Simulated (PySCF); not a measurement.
One of the candidates below gave these computed data.

All candidates are C3H8O3SSi.

* Dipole: 3.19 D [PBE0/def2-SVPD]
* Polarisability: 87.0 au [PBE0/def2-SVPD]
* Rotational structure: rotational constants A, B, C: 2.926, 1.178, 1.129 GHz [GFN2-xTB]
* NMR, other nuclei: isotropic shieldings of nuclei other than C and H, by class: 121 (2 O), 144 (1 O), 378 (1 Si), 156 (1 S) ppm [GIAO PBE0/pcSseg-1]
* 1H NMR: chemical shifts (computed TMS as zero) by class: 5.20 (1 H), 4.93 (1 H), 4.54 (1 H), 3.79 (1 H), 1.93 (2 H), 1.76 (2 H) ppm [GIAO PBE0/pcSseg-1]
* 13C NMR: chemical shifts (computed TMS as zero) by class: 65.2 (1 C), 14.7 (2 C) ppm [GIAO PBE0/pcSseg-1]
* Triplet: lowest triplet excitation (Tamm–Dancoff): 6.52 eV [TDA PBE0/def2-SVPD]
* UV, strongest line: among the 8 lowest singlet transitions: S2 at 7.43 eV (167 nm, f = 0.076) [TDDFT PBE0/def2-SVPD]

Electronic properties: PySCF, gas phase, density fitting. Levels stand in brackets. Geometry: GFN2-xTB, one conformer, isolated molecule. Each NMR value is the plain mean over a class of atoms that symmetry, rotation or inversion makes alike.

**Question.** Which candidate is it?
A. `O=S(=O)(O)C1C[SiH2]C1`
B. `CC(=O)O[Si@@](C)(O)S`
C. `CO[Si@@H](OC=O)SC`

**Answer.** A. It is `O=S(=O)(O)C1C[SiH2]C1`. Numbering: `[O:1]=[S:2](=[O:3])([OH:4])[CH:5]1[CH2:6][SiH2:7][CH2:8]1`. 3 carbons fall into 2 classes; from least to most shielded: ring sp3 carbon bound to sulfur [C5] (65.2 ppm), ring sp3 carbon bound to silicon [C6/C8] (14.7 ppm, 2 C). Hydrogen classes from least to most shielded: 1 H on an SiH2 silicon, Si7 (5.20 ppm), 1 H on an SiH2 silicon, Si7 (4.93 ppm), 1 H on a hydroxyl oxygen, O4 (4.54 ppm), 1 H on an sp3 carbon bound to sulfur, C5 (3.79 ppm), 2 H on 2 like atoms (sp3 carbon bound to silicon), C6/C8 (1.93 ppm), 2 H on 2 like atoms (sp3 carbon bound to silicon), C6/C8 (1.76 ppm). The other shieldings belong to: 121 ppm, sulfonyl oxygen [O1/O3]; 144 ppm, hydroxyl oxygen [O4]; 378 ppm, SiH2 silicon [Si7]; 156 ppm, sulfonyl sulfur [S2]. The optimised geometry has point group C1 and is an asymmetric top.

The others, at the same levels:
- `CO[Si@@H](OC=O)SC` fails: it has 3 carbon classes against 2; its computed 13C shifts are 165.7 (1 C), 56.3 (1 C), 10.9 (1 C) ppm, 1H shifts are 7.99 (1 H), 5.69 (1 H), 4.25 (3 H), 2.01 (3 H) ppm and rotational constant A is 2.386 GHz (against 2.926 GHz).
- `CC(=O)O[Si@@](C)(O)S` fails: it has 3 carbon classes against 2; its computed 13C shifts are 178.4 (1 C), 24.5 (1 C), 6.2 (1 C) ppm, 1H shifts are 3.55 (1 H), 2.19 (3 H), 0.64 (1 H), 0.47 (3 H) ppm and rotational constant A is 2.205 GHz (against 2.926 GHz).

Each candidate is one conformer, not necessarily the lowest. Dipoles, sizes and rotational constants follow the conformer. The torsions of the flexible species, by atom-mapped SMILES:
- `[O:1]=[S:2](=[O:3])([OH:4])[CH:5]1[CH2:6][SiH2:7][CH2:8]1`: O1–S2–C5–C6 57°, H–O4–S2–O1 -125°
- `[CH3:1][O:2][Si@@H:3]([O:4][CH:5]=[O:6])[S:7][CH3:8]`: C1–O2–Si3–O4 76°, O2–Si3–O4–C5 -58°, Si3–O4–C5–O6 -1°, O2–Si3–S7–C8 53°
- `[CH3:1][C:2](=[O:3])[O:4][Si@@:5]([CH3:6])([OH:7])[SH:8]`: C1–C2–O4–Si5 -178°, C2–O4–Si5–C6 -86°, H–O7–Si5–O4 -44°, H–S8–Si5–O4 -152°
